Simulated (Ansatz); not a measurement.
Reaction (substitution at a C–C bond): `C=C(F)C[SiH3]` + `OB(O)O` → `OB(O)OC[SiH3]` + `C=CF`

Computed with Ansatz on PBE0-D4/def2-TZVP structures; ΔE is electronic, products minus reactants. CCSD(T)/CBS adds triple-zeta CCSD(T) − MP2 to the extrapolated MP2 energy (def2 sets, frozen cores). This one scheme is used for every species. Functionals use def2-TZVPP. B3LYP here is the variant with VWN-RPA as its local correlation; programs differ in this. Each species was taken in one conformer, which may not be the lowest.

`C=C(F)C[SiH3]`:

Cartesian coordinates in Å:
```
C -0.692 0.415 1.937
C -0.852 0.107 0.661
F -1.791 -0.797 0.316
C -0.105 0.604 -0.515
Si 1.016 -0.705 -1.298
H 0.052 1.142 2.228
H -1.298 -0.053 2.701
H 0.515 1.455 -0.224
H -0.810 0.952 -1.279
H 0.229 -1.880 -1.745
H 1.700 -0.102 -2.473
H 2.035 -1.139 -0.308
```

`OB(O)O`:

```xyz
7

O    -0.352    0.104    1.316
B     0.000    0.000    0.000
O    -0.721   -0.801   -0.839
O     1.073    0.697   -0.477
H    -1.119   -0.431    1.529
H    -0.378   -0.791   -1.735
H     1.497    1.222    0.205
```

`OB(O)OC[SiH3]`:

Cartesian coordinates in Å:
```
O 2.241 -0.782 0.608
B 1.701 0.407 0.187
O 2.511 1.490 0.035
O 0.377 0.592 -0.097
C -0.552 -0.466 0.030
Si -2.270 0.169 -0.445
H 1.607 -1.496 0.690
H 3.422 1.284 0.252
H -0.584 -0.849 1.060
H -0.289 -1.310 -0.625
H -3.233 -0.957 -0.303
H -2.667 1.277 0.459
H -2.263 0.641 -1.851
```

`C=CF`:

Z-matrix (Å, degrees):
```
C
C 1 1.316
H 1 1.081 2 119.2
H 1 1.082 2 121.6 3 -180.0
F 2 1.336 1 122.3 3 180.0
H 2 1.084 1 125.7 3 0.0
```

**Question.** Is it downhill or uphill in electronic energy at CCSD(T)/CBS, and by how much? (An estimate is asked.)

**Answer.** Ansatz gave: Uphill: ΔE = +104.9 kJ/mol.

**Question.** What do these levels give: PBE-D4, PBE0-D4, B2PLYP, PBE, B3LYP, HF/def2-TZVPP, MP2/def2-TZVPP, CCSD/def2-TZVPP, CCSD(T)/def2-TZVPP, HF/def2-QZVPP, SCS-MP2/def2-QZVPP, HF/CBS(def2)? (An estimate is asked.)

**Answer.** Ansatz gave: PBE-D4 102.2, PBE0-D4 106.5, B2PLYP 101.7, PBE 101.1, B3LYP 96.9, HF/def2-TZVPP 97.7, MP2/def2-TZVPP 112.8, CCSD/def2-TZVPP 103.2, CCSD(T)/def2-TZVPP 103.5, HF/def2-QZVPP 96.8, SCS-MP2/def2-QZVPP 106.1, HF/CBS(def2) 96.6 kJ/mol.

Largest T1 diagnostic among the species: 0.012.

From PBE to PBE0 (25 % exact exchange), in def2-TZVPP and without D4, ΔE moves by +4.5 kJ/mol. In def2-TZVPP, CCSD(T) changes the Hartree–Fock value by +5.8 kJ/mol (the triples alone add +0.3 kJ/mol) and MP2 by +15.0 kJ/mol.
